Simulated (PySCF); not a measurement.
Isomers of C7H9NO2, mass 139.063 u with the commonest isotopes. Method: PBE0/pcSseg-1 in PySCF (dipole) on a GFN2-xTB geometry, gas phase. One conformer each, none proved a minimum here; rigid rotors.

Task: Order these by rotational constant A, largest first.
A. `[CH3:1][C:2]([CH3:3])([C:4]#[N:5])[CH2:6][C:7](=[O:8])[CH:9]=[O:10]` with C1–C2–C6–C7 60°, C2–C6–C7–O8 5°, C6–C7–C9–O10 -2°
B. `[CH3:1][O:2][C@H:3]1[CH2:4][CH2:5][C:6]([C:7]#[N:8])=[CH:9][O:10]1` with C1–O2–C3–C4 172°, O2–C3–C4–C5 61°, C3–C4–C5–C6 49°, C4–C5–C6–C7 159°, C6–C9–O10–C3 -9°
C. `[N:1]#[C:2][CH2:3][C@@H:4]1[CH2:5][C:6](=[O:7])[CH2:8][CH2:9][O:10]1` with C2–C3–C4–C5 -63°, C3–C4–C5–C6 -175°, C4–C5–C6–O7 -125°, C5–C6–C8–C9 -52°, C6–C8–C9–O10 56°
D. `[CH3:1][O:2][c:3]1[cH:4][cH:5][c:6]([O:7][CH3:8])[n:9][cH:10]1` with C1–O2–C3–C4 180°, C5–C6–O7–C8 180°

Result: D (3930 MHz), B (2824 MHz), C (2374 MHz), A (2196 MHz).

Task: Order these by rotational constant B, smallest first.
A. `[N:1]#[C:2][CH2:3][C@@H:4]1[CH2:5][C:6](=[O:7])[CH2:8][CH2:9][O:10]1` with C2–C3–C4–C5 -63°, C3–C4–C5–C6 -175°, C4–C5–C6–O7 -125°, C5–C6–C8–C9 -52°, C6–C8–C9–O10 56°
B. `[CH3:1][O:2][c:3]1[cH:4][cH:5][c:6]([O:7][CH3:8])[n:9][cH:10]1` with C1–O2–C3–C4 180°, C5–C6–O7–C8 180°
C. `[CH3:1][O:2][C@H:3]1[CH2:4][CH2:5][C:6]([C:7]#[N:8])=[CH:9][O:10]1` with C1–O2–C3–C4 172°, O2–C3–C4–C5 61°, C3–C4–C5–C6 49°, C4–C5–C6–C7 159°, C6–C9–O10–C3 -9°

Result: B (757.7 MHz), C (845.4 MHz), A (898.6 MHz).

Task: Order these by dipole moment, smallest first.
A. `[CH3:1][C:2]([CH3:3])([C:4]#[N:5])[CH2:6][C:7](=[O:8])[CH:9]=[O:10]` with C1–C2–C6–C7 60°, C2–C6–C7–O8 5°, C6–C7–C9–O10 -2°
B. `[CH3:1][O:2][c:3]1[cH:4][cH:5][c:6]([O:7][CH3:8])[n:9][cH:10]1` with C1–O2–C3–C4 180°, C5–C6–O7–C8 180°
C. `[CH3:1][O:2][C@H:3]1[CH2:4][CH2:5][C:6]([C:7]#[N:8])=[CH:9][O:10]1` with C1–O2–C3–C4 172°, O2–C3–C4–C5 61°, C3–C4–C5–C6 49°, C4–C5–C6–C7 159°, C6–C9–O10–C3 -9°
D. `[N:1]#[C:2][CH2:3][C@@H:4]1[CH2:5][C:6](=[O:7])[CH2:8][CH2:9][O:10]1` with C2–C3–C4–C5 -63°, C3–C4–C5–C6 -175°, C4–C5–C6–O7 -125°, C5–C6–C8–C9 -52°, C6–C8–C9–O10 56°

Result: B (1.47 D), A (3.35 D), D (4.91 D), C (5.51 D).

| SMILES | point group | Ia (u·Å²) | Ib (u·Å²) | Ic (u·Å²) | κ | μa (D) | μb (D) | μc (D) |
| --- | --- | --- | --- | --- | --- | --- | --- | --- |
| CO[C@H]1CCC(C#N)=CO1 | C1 | 178.97 | 597.77 | 638.44 | -0.95 | 5.32 | 0.89 | 1.14 |
| CC(C)(C#N)CC(=O)C=O | near Cs | 230.11 | 600.13 | 718.40 | -0.81 | 2.15 | 2.57 | 0.05 |
| COc1ccc(OC)nc1 | Cs | 128.60 | 666.97 | 789.19 | -0.93 | 1.15 | 0.91 | 0.00 |
| N#CC[C@@H]1CC(=O)CCO1 | C1 | 212.92 | 562.42 | 732.74 | -0.75 | 2.33 | 4.16 | 1.16 |
